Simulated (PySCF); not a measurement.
SMILES [Si](C[CH2][GeH3])(C)(C)C, singlet (GFN2-xTB optimised geometry):

```
23

C      0.095    -0.648     3.113
Si     1.154    -0.299     1.565
C      1.400     1.581     1.341
C      2.863    -1.122     1.785
C      0.339    -1.049     0.000
C     -1.187    -1.049     0.000
Ge    -2.031     0.732     0.000
H     -0.880    -0.174     3.040
H     -0.065    -1.714     3.254
H      0.576    -0.270     4.010
H      2.110     1.791     0.546
H      0.467     2.079     1.088
H      1.782     2.039     2.249
H      3.397    -0.686     2.622
H      2.772    -2.187     1.972
H      3.480    -0.996     0.901
H      0.690    -0.501    -0.877
H      0.684    -2.079    -0.126
H     -1.558    -1.610     0.860
H     -1.550    -1.574    -0.890
H     -1.993     1.427     1.325
H     -1.396     1.654    -0.994
H     -3.480     0.624    -0.376
```

Computed with PySCF with CAM-B3LYP/def2-SVP.

Question: What are the frontier orbital energies and the dipole moment?

Answer: HOMO-2 -9.72 eV, HOMO-1 -9.57 eV, HOMO -9.12 eV, LUMO 2.09 eV, LUMO+1 2.67 eV; dipole moment 0.80 D.

Meta-Löwdin charges at CAM-B3LYP/def2-SVP: C1 -0.55, Si2 0.91, C3 -0.54, C4 -0.54, C5 -0.40, C6 -0.34, Ge7 0.36, H8 0.11, H9 0.11, H10 0.11, H11 0.11, H12 0.11, H13 0.11, H14 0.10, H15 0.10, H16 0.10, H17 0.09, H18 0.10, H19 0.10, H20 0.10, H21 -0.08, H22 -0.08, H23 -0.08.
